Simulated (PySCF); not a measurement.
## Orbital levels and atomic charges: Ge16H24

System: Ge16H24 (nanocrystal Ge).

Cartesian coordinates (Å):
```
  1 Ge   -0.519   -1.199    3.736
  2 Ge   -0.506   -1.171   -0.451
  3 Ge   -0.507   -1.080   -2.905
  4 Ge   -2.496   -2.299    2.892
  5 Ge   -2.472   -2.299    0.480
  6 Ge   -0.520    1.197   -3.737
  7 Ge   -2.472    2.299   -0.479
  8 Ge   -0.506    1.079    2.905
  9 Ge   -2.497    2.300   -2.892
 10 Ge   -0.504    1.172    0.451
 11 Ge    3.535   -1.147   -0.347
 12 Ge    1.445   -2.323    2.874
 13 Ge    1.536   -2.258    0.442
 14 Ge    1.537    2.258   -0.444
 15 Ge    1.443    2.322   -2.876
 16 Ge    3.535    1.146    0.347
 17 H    -0.510   -1.199    5.268
 18 H    -1.674   -1.883   -3.456
 19 H     0.685   -1.865   -3.438
 20 H    -3.768   -1.664    3.420
 21 H    -2.600   -3.719    3.413
 22 H    -3.738   -1.652   -0.067
 23 H    -2.590   -3.715   -0.057
 24 H    -0.512    1.199   -5.268
 25 H    -2.590    3.715    0.058
 26 H    -3.736    1.652    0.068
 27 H    -1.674    1.882    3.456
 28 H     0.685    1.866    3.439
 29 H    -2.598    3.720   -3.412
 30 H    -3.769    1.666   -3.419
 31 H     3.550   -1.192   -1.867
 32 H     4.806   -1.887    0.013
 33 H     2.703   -1.670    3.430
 34 H     1.563   -3.739    3.415
 35 H     1.560   -3.708   -0.069
 36 H     1.561    3.709    0.066
 37 H     1.561    3.738   -3.416
 38 H     2.701    1.670   -3.433
 39 H     4.807    1.887   -0.010
 40 H     3.546    1.191    1.868
```

Method: PBE/def2-SVP, gas phase, PySCF, fitting set def2-universal-JFIT, grid level 1.

Spin-orbit coupling is left out, which matters for the heavier atoms here.

Task: Give the orbital energies near the gap.

Result: 
| orbital | eV |
| --- | --- |
| HOMO-4 | -6.47 |
| HOMO-3 | -6.42 |
| HOMO-2 | -6.23 |
| HOMO-1 | -6.12 |
| HOMO | -6.05 |
| LUMO | -2.06 |
| LUMO+1 | -1.82 |
| LUMO+2 | -1.64 |
| LUMO+3 | -1.56 |

Task: Give the partial charges of the non-hydrogen atoms.

Result: 
| atom | Mulliken | IAO | Hirshfeld |
| --- | --- | --- | --- |
| Ge1 | 0.04 | 0.03 | 0.08 |
| Ge2 | -0.12 | -0.04 | 0.01 |
| Ge3 | 0.09 | 0.11 | 0.12 |
| Ge4 | 0.07 | 0.10 | 0.12 |
| Ge5 | 0.09 | 0.10 | 0.12 |
| Ge6 | 0.04 | 0.03 | 0.08 |
| Ge7 | 0.09 | 0.10 | 0.12 |
| Ge8 | 0.09 | 0.11 | 0.12 |
| Ge9 | 0.07 | 0.10 | 0.12 |
| Ge10 | -0.12 | -0.04 | 0.01 |
| Ge11 | 0.08 | 0.11 | 0.12 |
| Ge12 | 0.05 | 0.10 | 0.12 |
| Ge13 | 0.03 | 0.03 | 0.07 |
| Ge14 | 0.03 | 0.03 | 0.07 |
| Ge15 | 0.05 | 0.10 | 0.12 |
| Ge16 | 0.08 | 0.11 | 0.12 |
